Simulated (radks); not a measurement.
The numbers below are computed, except where a source is named.
Problem. Sc+, configuration [Ar] 3d1 4s1. Code: a radial shooting solver on a logarithmic mesh with Libxc functionals. Model: Dirac Kohn-Sham, BLYP, spin-unpolarised, spherical densities, finite nucleus; open shells fill j = l - 1/2 first; Fermi nuclear charge, rms radius 3.5459 fm.

Spin-orbit splittings of the eigenvalues, e(l+1/2) - e(l-1/2), with zeta = 2 splitting/(2l+1) and mean radii in bohr:

| shell | occ. | splitting (eV) | zeta (eV) | <r> j=l-1/2 | <r> j=l+1/2 |
|---|---|---|---|---|---|
| 2p | 6 | 4.649 | 3.099 | 0.3059 | 0.3085 |
| 3p | 6 | 0.5141 | 0.3427 | 1.163 | 1.171 |
| 3d | 1 | ? | ? | 1.707 | 1.711 |

Estimate the 3d splitting.

Solution. 0.03290 eV (zeta = 0.01316 eV).
